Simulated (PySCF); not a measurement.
C₂H₆ClFSi.

```xyz
11

C     -2.2117    -0.5015     0.1812
C     -1.2332    -0.4351    -0.9889
Si     0.4130     0.3124    -0.5657
F      0.1909     1.8279    -0.0298
Cl     1.2874    -0.7496     0.9702
H     -1.8010    -1.0998     1.0085
H     -3.1673    -0.9561    -0.1204
H     -2.4285     0.5025     0.5763
H     -1.6501     0.1581    -1.8226
H     -1.0381    -1.4407    -1.4018
H      1.3685     0.3730    -1.6988
```

Geometry optimised at PBE0-D3(BJ)/def2-SVP. The structure was generated by enumeration; whether it is a known compound was not checked. Other conformers were not sampled.

Method: PBE/pcSseg-1 (PySCF). Non-relativistic, no solvent.

Task: Give the absolute GIAO shielding of each atom: isotropic value and principal components (ppm). (Estimate from the structure and the level; the computed values follow.)

Result: 
```
atom  σ(iso)    σ11    σ22     σ33   span
----  ------  -----  -----  ------  -----
C1     174.4  169.6  170.7   182.9   13.3
C2     164.3  156.3  163.6   173.1   16.9
Si3    311.4  269.0  315.3   349.8   80.8
F4     320.1  250.6  321.2   388.5  137.8
Cl5    875.5  687.1  934.1  1005.2  318.1
H6      29.9   24.7   30.2    34.9   10.2
H7      30.0   25.0   27.5    37.6   12.5
H8      30.1   25.5   28.7    36.1   10.6
H9      30.2   26.1   28.3    36.2   10.1
H10     30.6   27.3   28.3    36.2    8.9
H11     25.5   21.9   23.0    31.4    9.5
```
